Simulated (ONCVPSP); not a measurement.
What one change does to a pseudopotential (caesium, ONCV)

| Quantity | Value |
| --- | --- |
| Element | caesium |
| Generator | ONCVPSP 4.0.1 |
| Type | optimised norm-conserving Vanderbilt (ONCV) |
| Functional | PBE |
| Relativity | scalar-relativistic |
| Frozen core | [Kr] 4d10 5s2 |
| Valence charge | 7 |
| Reference configuration | 5p6 6s0.75 6p0.25 |
| Partial waves | 6s: rc 4.00 bohr, ncon 3, nbas 8, qcut 1.3 1/bohr, 2 projectors, debl 1.8 Ha; 5p+6p: rc 3.60 bohr, ncon 3, nbas 8, qcut 4.8 1/bohr, 2 projectors; d scattering state at 0.11 Ha: rc 4.30 bohr, ncon 4, nbas 8, qcut 2 1/bohr, 2 projectors, debl 0.8 Ha |
| Local potential | polynomial inside 3.55 bohr (lpopt 4, dvloc0 -1 Ha) |
| Core correction | none |

In the d channel the program set the typed energies aside and used 0.050, 0.850 Ha.

Change: s: qcut 1.2.

Cutoffs: the cutoffs (Ha) at which the residual kinetic energy of the hardest occupied pseudo-wave falls to 1 and 0.1 mHa per electron; they do not see the model core or the augmentation charge, which bear on the density cutoff. Errors are all-electron minus pseudo energies relative to the spin-unpolarised reference configuration.

Problem. What does the change do?

Solution. The potential gets harder (4.0 Ha and 4.9 Ha → 4.0 Ha and 7.4 Ha); the errors of the 4 common tests hardly move; neither file shows a bound ghost.

```tsv
quantity	base	changed
cutoff, loose	4.0 Ha	4.0 Ha
cutoff, tight	4.9 Ha	7.4 Ha
loose cutoff by channel	s 0.9 Ha, p 4.0 Ha	s 0.9 Ha, p 4.0 Ha
bound ghosts	none	none
GHOST(+) flags under 300 eV	s at 23.2 eV	s at 23.1 eV
error for 5p6 6s1 6p0, meV [ΔE -0.34 eV]	+0.1	+0.1
error for 5p6 6s0 6p0, meV [ΔE 3.53 eV]	+6.4	+6.2
error for 5p6 6s0.5 6p0, meV [ΔE 1.13 eV]	+1.0	+1.0
error for 5p6 5d0.5 6s0.5 6p0, meV [ΔE 0.50 eV]	-0.1	0.0
s: phases at 4.07 bohr within 0.05 rad from the reference energy up to (Ha; the scan ends near 5)	0.5	0.5
p: phases at 3.65 bohr within 0.05 rad from the reference energy up to (Ha; the scan ends near 5)	1.7	1.7
d: phases at 4.37 bohr within 0.05 rad from the reference energy up to (Ha; the scan ends near 5)	1.7	1.7
```

Base: The cutoffs count occupied waves only; projector 2 of the s channel, the hardest unoccupied one, needs 16 Ha at the loose tolerance. Changed file: The cutoffs count occupied waves only; projector 2 of the s channel, the hardest unoccupied one, needs 15 Ha at the loose tolerance.
